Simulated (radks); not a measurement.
The mean radii <r> (bohr) of the occupied orbitals of an atom or ion are listed with their occupations. Method: scalar-relativistic Kohn-Sham, BLYP, spin-polarised, spherical densities, finite nucleus; Fermi nuclear charge, rms radius of each element as measured or else 0.836 A^(1/3) + 0.57 fm; computed with a radial shooting solver on a logarithmic mesh with Libxc functionals.

orbital  occ.      <r>
1s up       1  0.01866
1s down     1  0.01866
2s up       1  0.07883
2s down     1  0.07883
2p up       3  0.07042
2p down     3  0.07042
3s up       1   0.2016
3s down     1   0.2015
3p up       3   0.2006
3p down     3   0.2006
3d up       5   0.1807
3d down     5   0.1806
4s up       1   0.4025
4s down     1   0.4023
4p up       1   0.4121

Name the element and its charge. Open shells, if any, are filled with parallel spins first.

Answer. Z = 73, tantalum, charge +42: Ta42+ in [Ar] 3d10 4s2 4p1. The 1s radius gives Z: for a bare nucleus <r> = (2 gamma + 1)/(2Z) with gamma = sqrt(1 - (Z/c)^2), 0.01844 bohr for Z = 73, and screening makes it slightly larger (0.01866 here). The occupations add up to 31, and the charge is Z minus that.
